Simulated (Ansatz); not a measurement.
`C#CC1[SiH2]S1`, one more setting.

```yaml
crystal:
  periodic: [false, false, false]
  atoms:
    - {symbol: C, position_ang: [-0.265725, 2.286705, 0.530067]}
    - {symbol: C, position_ang: [-0.012484, 1.247729, -0.019227]}
    - {symbol: C, position_ang: [0.268778, 0.007574, -0.663308]}
    - {symbol: Si, position_ang: [-0.125065, -1.614345, 0.154135]}
    - {symbol: S, position_ang: [1.814737, -0.898948, -0.093257]}
    - {symbol: H, position_ang: [-0.483929, 3.208583, 1.014331]}
    - {symbol: H, position_ang: [0.212687, 0.039381, -1.748825]}
    - {symbol: H, position_ang: [-0.584146, -2.739475, -0.689089]}
    - {symbol: H, position_ang: [-0.736253, -1.583504, 1.497874]}
basis:
  gaussian: {orbitals: cc-pVTZ, nuclear_model: gaussian}
hamiltonian: {xc: {name: B2PLYP}}
scf: {lower_state_search: full}
output: {forces: true}
```

```sh
$ ansatz run in.yaml --threads 2 --pin off --events-out ev --progress --plain --max-ram 4352MiB
```

It prints (some lines left out):

```
Functional definition: B2PLYP
1230 factors; integrals over basis functions are off by at most 1.3e-3 eV
mean field evaluation 1: about -21868.3115 eV, gradient 3.9e1 eV
mean field evaluation 2: about -21868.6257 eV, gradient 3.9e1 eV
mean field evaluation 4: about -21872.3400 eV, gradient 6.8e0 eV
mean field evaluation 8: about -21872.4565 eV, gradient 7.5e-1 eV
mean field evaluation 16: about -21872.4579 eV, gradient 4.1e-4 eV
mean field -21872.45789302 eV, -803.7980018839 hartree, gradient 6.9e-6 eV, S^2 0.000000; 0 other end points of the search recorded, 0 dependent functions left out
13 core orbitals not correlated: weight in the atoms' cores, before any rotation towards them, 1.000 or more for the frozen orbitals, at most 0.000 for the correlated occupied ones
reference -21872.45806325 eV, -803.7980081397 hartree; 13, 13 occupied and 188, 188 virtual orbitals, 1230 factors
second order -25.46962675 eV of doubles, -0.00000000 eV of singles
Total energy: -21879.33486247 eV, -804.0507258499 hartree
Atom 0 at    -0.265725     2.286705     0.530067 Å, force    -0.148416     0.602050     0.316901 eV/Å
Atom 1 at    -0.012484     1.247729    -0.019227 Å, force     0.071713    -0.230660    -0.155146 eV/Å
Atom 2 at     0.268778     0.007574    -0.663308 Å, force    -0.238888     0.053766    -0.343846 eV/Å
Atom 3 at    -0.125065    -1.614345     0.154135 Å, force    -0.394050    -0.278091     0.095115 eV/Å
Atom 4 at     1.814737    -0.898948    -0.093257 Å, force     0.597854    -0.057271     0.058030 eV/Å
Atom 5 at    -0.483929     3.208583     1.014331 Å, force     0.034887    -0.145030    -0.076034 eV/Å
Atom 6 at     0.212687     0.039381    -1.748825 Å, force     0.015014     0.003673     0.123586 eV/Å
Atom 7 at    -0.584146    -2.739475    -0.689089 Å, force     0.025886     0.068282     0.076454 eV/Å
Atom 8 at    -0.736253    -1.583504     1.497874 Å, force     0.036000    -0.016718    -0.095061 eV/Å
Dipole moment:    -0.321306    -0.157185    -0.017873 e Å
```

Hardware: 2 threads of an Intel Xeon on a shared host. Wall time 15 s, peak host memory 0.69 GiB.
